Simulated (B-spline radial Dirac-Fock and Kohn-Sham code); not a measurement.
# Dipole and non-dipole photoemission parameters of Al⁺ 2p3/2

System: the Al⁺ ion, configuration 1s2 2s2 2p6 3s2; threshold 88.88 eV (orbital energy of the model). Calculated with a radial atomic solver, using Dirac-Hartree-Slater photoionisation with a Latter tail; cross sections with all multipoles, angular parameters from the dipole term and its interference with E2.

For linearly polarised light dσ/dΩ = σ/(4π) [1 + β P₂(cos θ) + (δ + γ cos²θ) sin θ cos φ], with θ from the polarisation vector and φ the angle between the beam and the projection of the electron momentum on the plane normal to the polarisation.

```
hν (eV)   σ (kb)      β      γ      δ
    150     2590  1.320  0.021  0.011
    194     1550  1.444  0.062  0.012
    245      901  1.486  0.108  0.014
    257      803  1.489  0.118  0.014
    258      795  1.490  0.119  0.014
    400      257  1.455  0.222  0.019
    427      215  1.441  0.238  0.020
    800     34.7  1.239  0.405  0.035
   1010     16.9  1.139  0.469  0.045
   1090     13.3  1.105  0.489  0.049
   1110        ?      ?      ?      ?
   1380     6.20  0.993  0.550  0.062
 1486.9     4.85  0.957  0.568  0.067
   2130     1.45  0.784  0.651  0.096
   2930    0.478  0.638  0.716  0.130
 2984.4    0.448  0.630  0.720  0.132
   3650    0.219  0.546  0.760  0.157
   4000    0.157  0.510  0.778  0.170
   4200    0.132  0.492  0.788  0.177
   4770   0.0828  0.446  0.815  0.195
   4960   0.0717  0.432  0.823  0.202
   5750   0.0415  0.383  0.856  0.226
 8047.8   0.0117  0.281  0.940  0.288
   9380  0.00649  0.238  0.979  0.320
  10800  0.00376  0.201  1.013  0.351
```

Question: Give the values at 1110 eV.

Answer: σ = 12.5 kb, β = 1.096, γ = 0.494, δ = 0.050.
